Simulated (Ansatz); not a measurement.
Noncovalent pair: HCl (SMILES Cl) (first 2 atoms) with H2Se (SMILES [SeH2]); geometry from B3LYP-D3(BJ)/def2-TZVP.
(charge 0, multiplicity 1):
```xyz
5

Cl     0.2739    -0.6894    -0.3934
H      0.1376    -0.2267     0.8135
Se    -0.0330     0.5516     3.1973
H      1.4028     0.2964     3.3895
H     -0.3691    -0.8133     3.6307
```

Counterpoise-corrected where a basis set is named; no monomer relaxation.

Frozen-core correlation. Filled d and f shells under p-block atoms count as core. CBS: X⁻³ extrapolation of the correlation energy, Hartree–Fock from the larger set.

The values were computed with Ansatz (Gaussian basis) for Hartree–Fock, density functionals and correlated methods. Each number belongs to the level named beside it.

Q: Predict the interaction energy from CCSD(T)/CBS(def2-TZVPPD, def2-QZVPPD).

A: -140 meV

Q: Give the interaction energy at the level wB97X-V/def2-TZVPPD.

A: -143 meV

Q: Estimate the interaction energy that HF/def2-TZVPPD returns for this input.

A: -17 meV

Ansatz is a first-principles code.
